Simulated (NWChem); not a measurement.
C3H4ClFSi; SMILES C#C[C@@H](F)[SiH2]Cl

```xyz
10

C     -0.7037    -3.1812     0.0175
C     -0.1325    -2.1298     0.2092
C      0.4794    -0.8262     0.4018
F      1.6753    -0.7098    -0.2812
Si    -0.7385     0.4994    -0.2486
Cl     0.0501     2.3715     0.1258
H     -1.1968    -4.1229    -0.1426
H      0.6755    -0.6570     1.4766
H     -0.9009     0.3217    -1.7143
H     -2.0279     0.3620     0.4807
```
Atoms are numbered in this order, from 1.

All runs: NWChem. Coordinates come from a PBE0/def2-SVP optimisation. Level B3LYP/def2-SVPD: energy and gradient; each run changes one setting, and changes count from the defaults (medium grid, exact Coulomb integrals, symmetry on).

```
setting          size of the energy change (μHa)  largest change of a gradient component (μHa/bohr)
---------------  -------------------------------  -------------------------------------------------
defaults                                    < 10                                               < 30
extra-fine grid                               10                                               < 30
symmetry off                                < 10                                        other frame
Becke weights                                 20                                                 50
```
